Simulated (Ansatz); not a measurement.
Consider the redistribution: `O[Si]S` + `[CH3][Sb]([NH2])[SiH3]` → `N[Si]O` + `[CH3][Sb]([SiH3])[SH]`.

Calculated with Ansatz (gas phase, PBE0-D4/def2-TZVP geometries, no zero-point term in ΔE). CBS: MP2 limit from def2 TZ/QZ plus the TZ coupled-cluster correction, frozen cores. This one scheme is used for every species. def2 core potentials past Kr. For Sb outer-core shells are correlated without core-valence functions, which leaves a few kJ/mol of doubt a bond. One conformer a species, not always the lowest.

```json
{"species": "`O[Si]S`", "MP2/def2-TZVPP energy (Eh)": "-763.11289"}
{"species": "`[CH3][Sb]([NH2])[SiH3]`", "MP2/def2-TZVPP energy (Eh)": "-626.09998"}
{"species": "`N[Si]O`", "MP2/def2-TZVPP energy (Eh)": "-420.67324"}
{"species": "`[CH3][Sb]([SiH3])[SH]`", "MP2/def2-TZVPP energy (Eh)": "-968.57091"}
```

(1) Work out ΔE.

Largest T1 diagnostic among the species: 0.015.

Answers

(1) ΔE = (-420.67324) + (-968.57091) − (-763.11289) − (-626.09998) = -0.03128 Eh = -0.85 eV. CCSD(T)/CBS gives -0.85 eV.

In def2-TZVPP, CCSD(T) changes the Hartree–Fock value by +0.12 eV (the triples alone add +0.02 eV) and MP2 by +0.08 eV. From PBE to PBE0 (25 % exact exchange), in def2-TZVPP and without D4, ΔE moves by −0.07 eV.
